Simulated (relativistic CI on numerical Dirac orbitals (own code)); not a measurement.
Mo VIII: sensitivity of the levels to the model

Base calculation: Dirac-Coulomb-Breit CI, KLI orbitals optimised for each configuration, a model potential for QED, unscaled Slater integrals.

Configuration list (outside the closed core [Ar] 3d10): 4s2.4p5, 4s.4p6, 4s2.4p4.4d, 4s.4p5.4d, 4s2.4p4.4f, 4s2.4p4.5s, 4s.4p5.4f, 4p6.4d, 4s2.4p4.5p, 4s.4p4.4d2, 4s2.4p3.4d.5p, 4s2.4p4.5d, 4p5.4d2, 4p4.4d3, 4p4.4d2.4f, 4p4.4d2.5s. Double excitations out of closed p, d and f shells are left out; levels of such configurations are missing from the list, as are those of other unlisted configurations, and high levels can miss mixing partners. These lack a partner that the ground configuration has and come out too high: 4s2.4p4.5p, 4s2.4p4.5d.

The lowest level and the first level of each name with at least 55 % of one term (blank where a level has no safe partner in the second run):

```csv
Level,Base (cm⁻¹),Shift (cm⁻¹)
4s2.4p5 2P°_3/2,0,0
4s2.4p5 2P°_1/2,23109,-46
4s.4p6 2S_1/2,218702,+443
4s2.4p4.4d 4D_5/2,298744,+19
4s2.4p4.4d 4D_7/2,299712,+12
4s2.4p4.4d 4D_3/2,300135,+20
4s2.4p4.4d 4D_1/2,302898,+14
4s2.4p4.4d 4F_9/2,316652,+20
4s2.4p4.4d 4F_7/2,322620,+21
4s2.4p4.4d 2P_1/2,322930,+5
4s2.4p4.4d 4P_1/2,329520,+19
4s2.4p4.4d 4F_5/2,330682,-5
4s2.4p4.4d 4P_5/2,339564,+1
4s2.4p4.4d 2D_5/2,346288,-16
```

At this charge configurations can still be misplaced by up to about 7 % of their energy. 4 of the 13 excited levels that our extract of the measured tables holds in this range could be paired (the sources list more); they are missed by 25120 cm⁻¹ on average and 80490 at most, and levels without a partner can miss by more.

Problem. One thing was changed in a second run, which moved the levels as shown. Which?
A. Breit term removed
B. non-relativistic limit
C. configuration mixing switched off
D. P86 correlation estimate
E. QED terms removed

Solution. E. QED terms removed. QED shifts follow the density of s (and p1/2) electrons at the nucleus, so configurations move by their count of such electrons; where none moves, the smaller shifts of p3/2 electrons and of j = l + 1/2 against j = l − 1/2 set the pattern.

LS names give the leading component of a level, which can be under half, so a name can repeat, a term be missing and a line seem to break the LS rules.
